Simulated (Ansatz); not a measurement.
Geometry optimisation, RKS PBE-D4/6-31G* in Ansatz.

Input file:

```yaml
crystal:
  periodic: [false, false, false]
  atoms:
    - { symbol: B, position_ang: [-0.202605, 0.477191, -0.446169] }
    - { symbol: "N", position_ang: [-0.003432, 0.04455, 2.253679] }
    - { symbol: H, position_ang: [-0.740304, -0.349426, 2.849749] }
    - { symbol: H, position_ang: [0.883508, -0.090065, 2.751136] }
    - { symbol: H, position_ang: [0.830769, -0.096452, -0.651484] }
    - { symbol: O, position_ang: [-1.443244, -0.032604, -0.650982] }
    - { symbol: H, position_ang: [-1.374629, -0.981145, -0.876334] }
    - { symbol: Cl, position_ang: [-0.126649, 2.27082, -0.059335] }
    - { symbol: H, position_ang: [-0.165315, 1.072732, 2.21934] }
basis:
  gaussian: { orbitals: "6-31G*" }
hamiltonian:
  xc: pbe
  dispersion: d4
relax:
  f_tol: 0.03
  max_steps: 50
```

Run as:

```bash
$ ansatz run input.yaml --threads 1 --pin off --max-ram 2048MiB --backend cpu --events-out ev --progress --plain --runs-dir out
```

Problem. Where does it end, and by what steps?

Solution. The forces met the threshold. After 16 steps the energy has fallen by 0.653 eV; H4 moved furthest, 0.89 Å. Joined: B1–N2 (2.74 → 1.64 Å).

```tsv
step	energy less start (eV)	largest force component (eV/Å)	accepted
0	0.0000	0.636	yes
1	-0.0553	1.458	yes
2	-0.1698	1.168	yes
3	-0.3568	0.877	yes
4	-0.4253	1.401	yes
5	-0.5022	0.345	yes
6	-0.5284	0.274	yes
7	-0.4360	2.226	no
8	-0.5477	0.197	yes
9	-0.5678	0.238	yes
10	-0.5776	0.909	yes
11	-0.6251	0.301	yes
12	-0.6428	0.328	yes
13	-0.6448	0.271	yes
14	-0.6513	0.116	yes
15	-0.6517	0.169	yes
16	-0.6528	0.012	yes
```

```xyz
9
Properties=species:S:1:pos:R:3
B -0.119 0.230 0.223
N -0.063 0.239 1.862
H -0.217 -0.704 2.245
H 0.834 0.606 2.202
H 0.803 -0.464 -0.170
O -1.460 -0.174 -0.022
H -1.580 -0.337 -0.975
Cl 0.274 2.063 -0.181
H -0.814 0.856 2.205
```

Whether the end is a true minimum wasn't checked by a vibrational analysis.

Time of the run: 32 s on 1 thread of Intel(R) Xeon(R) Platinum 8488C (Sapphire Rapids), with other jobs on the host, peak memory 0.17 GiB.
